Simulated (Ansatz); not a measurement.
`CC(C)OB(S)Cl` → `S[B]Cl`• + `CC(C)[O]`•  (homolysis of the B–O bond)

Isolated molecules relaxed with PBE0-D4/def2-TZVP in Ansatz; ΔE leaves out vibrations. CCSD(T)/CBS is the MP2 limit (def2-TZVPP, def2-QZVPP) plus CCSD(T) − MP2 in def2-TZVPP, frozen cores. Functionals use def2-TZVPP. B3LYP here is the variant with VWN-RPA as its local correlation; programs differ in this. Open shells (•) are unrestricted, without spin–orbit coupling. Each species was taken in one conformer, which may not be the lowest.

Q: What is ΔE at CCSD(T)/CBS? (Estimate.)

A: Ansatz gave: +6.08 eV.

Q: What do these levels give: r2SCAN-D4, PBE0-D4, ωB97M-V, r2SCAN, PBE0, B3LYP, CCSD/def2-TZVPP, HF/def2-QZVPP, MP2/def2-QZVPP, SCS-MP2/def2-QZVPP, MP2/CBS(def2), CCSD/CBS(def2)? (An estimate is asked.)

A: The calculation gave: r2SCAN-D4 5.59, PBE0-D4 5.74, ωB97M-V 6.02, r2SCAN 5.55, PBE0 5.62, B3LYP 5.53, CCSD/def2-TZVPP 5.83, HF/def2-QZVPP 4.50, MP2/def2-QZVPP 6.46, SCS-MP2/def2-QZVPP 6.31, MP2/CBS(def2) 6.52, CCSD/CBS(def2) 5.96 eV.

Largest T1 diagnostic among the species: 0.017.

From PBE to PBE0 (25 % exact exchange), in def2-TZVPP and without D4, ΔE moves by +0.07 eV. In def2-TZVPP, CCSD(T) changes the Hartree–Fock value by +1.45 eV (the triples alone add +0.11 eV) and MP2 by +1.89 eV; breaking electron pairs costs correlation energy, which Hartree–Fock lacks.
